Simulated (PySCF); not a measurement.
H₄N, SMILES [NH4+], charge +1.

Geometry optimised at r2SCAN-D4/def2-TZVPD. The isomer is the one that the SMILES or the coordinates give; other isomers of the formula were not compared.

Method: ωB97X/def2-TZVPD (PySCF).

Symmetry labels are those of the subgroup D2 that the program uses (full group Td).

Computed valence orbital energies around the gap with their symmetry:
```
orbital  symmetry  energy (eV)
-------  --------  -----------
HOMO−4          A      -401.77
HOMO−3          A       -37.37
HOMO−2         B1       -25.40
HOMO−1         B2       -25.40
HOMO           B3       -25.40
LUMO            A        -3.89
LUMO+1         B1        -1.50
LUMO+2         B2        -1.50
LUMO+3         B3        -1.50
```
